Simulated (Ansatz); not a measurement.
Input file for Ansatz (a program for electronic structure): U-B3LYP/cc-pVTZ on GeH4 (SMILES [GeH4]), a point of a bond scan (R = 3.532 Å).

Ansatz 0.2 input:
```yaml
crystal:
  periodic: [false, false, false]
  atoms:
    - {symbol: Ge, position_ang: [-0.00000000, 0.00000000, 0.00000000]}
    - {symbol: H, position_ang: [-1.41658753, -2.02886696, -2.52091153]}
    - {symbol: H, position_ang: [0.57332193, -0.89073123, 1.11206704]}
    - {symbol: H, position_ang: [-1.08236259, 0.91830644, 0.58651322]}
    - {symbol: H, position_ang: [1.12494829, 0.85454086, -0.60253176]}
basis:
  gaussian:
    orbitals: cc-pVTZ
hamiltonian:
  xc: {name: B3LYP}
magnetization: {spin_polarized: true, initial_magnetization: 0}
```

Program output:

```
WARN ansatz: RAYON_NUM_THREADS=2 ignored (pool sized by the plan → 2); use --threads N
Functional definition: B3LYP
integrals: 0.02 GiB planned
654 factors; their error is unknown
mean field: 0.34 GiB planned
mean field evaluation 1: about -56579.8044 eV, gradient 1.4e1 eV
mean field evaluation 2: about -56572.5180 eV, gradient 2.3e1 eV
mean field evaluation 4: about -56580.8396 eV, gradient 2.7e0 eV
mean field evaluation 8: about -56580.9442 eV, gradient 7.3e-1 eV
mean field evaluation 16: about -56581.1166 eV, gradient 2.1e-4 eV
mean field evaluation 32: about -56581.6826 eV, gradient 9.6e-2 eV
mean field -56581.84835756 eV, -2079.3445745861 hartree, gradient 5.8e-5 eV, S^2 0.890837; 3 other end points of the search recorded, 0 dependent functions left out
reference -56581.84859274 eV, -2079.3445832286 hartree; 18, 18 occupied and 81, 81 virtual orbitals, 654 factors
Total energy: -56581.84859274 eV, -2079.3445832286 hartree
```

The calculation finished and met its thresholds. Its determinant has ⟨S²⟩ = 0.89, a mixture of spin states.

Cost: around 5 core-seconds (rough).
